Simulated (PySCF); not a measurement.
Screening by computed properties: pick the candidate that meets the target.

All species are isolated and taken at one optimised geometry, non-relativistic unless stated. Electronic properties by PySCF.

Dipoles, sizes and rotational constants follow the conformer. The torsions of the flexible species, by atom-mapped SMILES:
- `[O:1]=[CH:2][c:3]1[cH:4][cH:5][o:6][cH:7]1`: O1–C2–C3–C4 179°
- `[CH3:1][O:2][c:3]1[cH:4][cH:5][c:6]([F:7])[cH:8][cH:9]1`: C1–O2–C3–C4 178°

**Question.** Wanted: HOMO energy between -6.7 eV and -6.4 eV (B97-2/pcSseg-2) and dipole moment below 3 D (B97-2/pcSseg-2), at PBE0-D3(BJ)/def2-TZVP geometries. Which candidate meets both?
A. `c1c(ccc(OC)c1)F`
B. `s1c(ccc1)F`
C. `Fc1ccsc1`
D. `O=Cc1ccoc1`

**Answer.** B. Computed values:
```
        species  HOMO energy  dipole moment
     O=Cc1ccoc1     -7.05 eV         3.21 D
       Fc1ccsc1     -6.76 eV         1.20 D
     s1c(ccc1)F     -6.58 eV         1.51 D
c1c(ccc(OC)c1)F     -6.19 eV         2.38 D
```
